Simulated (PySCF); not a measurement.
C2H (SMILES [C-]#C), charge -1, singlet, at a GFN2-xTB geometry (in this run its highest filled SCF level lies above zero, so its values depend strongly on the basis, on diffuse functions most of all). Base run: PBE0/6-311G** run with PySCF.

Input for PySCF:
```python
from pyscf import gto, scf, dft

mol = gto.Mole()
mol.atom = '''
    C    -0.000000   -0.000000   -0.479965
    C     0.000000    0.000000    0.746059
    H    -0.000000   -0.000000   -1.596566
'''
mol.basis = '6-311g**'
mol.charge = -1
mol.spin = 0
mol.verbose = 4
mol.build()

mf = dft.RKS(mol)
mf.xc = 'pbe0'
mf.kernel()
mf.analyze()
```

Each row names what was changed in the base input (with any setting that the change needs).

| change | ΔE vs base (µEh) | fitting functions |
|---|---|---|
| base | 0.0 | - |
| auxbasis = even-tempered beta=2.0 | -14.3 | 295 |
| exchange = seminumerical (SGX) (with mf = sgx.sgx_fit(mf, auxbasis='def2-universal-jfit'); with mf.with_df.dfj = True) | -23.1 | 109 |
| auxbasis = even-tempered beta=3.0 | -41.8 | 202 |
| auxbasis = def2-universal-jkfit | -5.8 | 168 |
| auxbasis = even-tempered beta=1.6 | -0.9 | 442 |
| auxbasis = def2-svp-ri | -2621 | 110 |
| auxbasis = cc-pvtz-ri | [?] | [?] |
| auxbasis = def2-tzvp-ri | -39.8 | 167 |
| auxbasis = cc-pvqz-jkfit | -7.7 | 263 |

**Question.** Complete the blanks.

**Answer.** 
- auxbasis = cc-pvtz-ri, ΔE vs base (µEh): -205
- auxbasis = cc-pvtz-ri, fitting functions: 192

A fitting set is made for a task (jfit for Coulomb, jkfit for Coulomb and exchange, ri for correlation) and for a family of orbital bases.
